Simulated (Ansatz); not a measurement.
The cluster Li3Al, relaxed as a quintet with UKS PBE0-D4/def2-TZVP in Ansatz, starting from the PBE0-D4/def2-TZVP geometry of the neutral singlet. Force threshold 0.02 eV/Å.

At PBE0-D4/def2-TZVP a singlet of charge 0 lies 0.70 eV below the quintet, each at its own geometry. The structure comes from a short search, and lower isomers may exist.

Start:

```xyz
4

Al   -0.722   -0.130    1.005
Li   -0.690   -2.343   -0.557
Li    0.480    2.294    0.886
Li    0.932    0.180   -1.334
```

Q: Estimate the energy that the relaxation releases and the steps that it takes.

A: 0.45 eV, in 17 steps; 28 s on 4 threads of Arm Neoverse N1 on a shared host. The force fell under the threshold at step 2, but the optimiser went on and released 0.385 eV more. No frequencies were taken in this run, so the end may be a saddle point.

Q: Does the start keep its bonding and symmetry?

A: Bonds formed: Li2–Li3 (atoms count from 1). Point group C2v at the start, C3v at the end, both within 0.05 Å; within 0.015 Å the end is Cs.

Q: Predict the relaxed structure.

A: 
```
atom   x (Å)   y (Å)   z (Å)
 Al1  -1.541   0.314   0.131
 Li2   0.212  -1.714   0.288
 Li3   0.835   0.968   1.208
 Li4   0.494   0.432  -1.627
```
Bond lengths (bridged metal pairs left out): 3 × Al–Li 2.69 Å; 3 × Li–Li 2.89 to 2.91 Å.
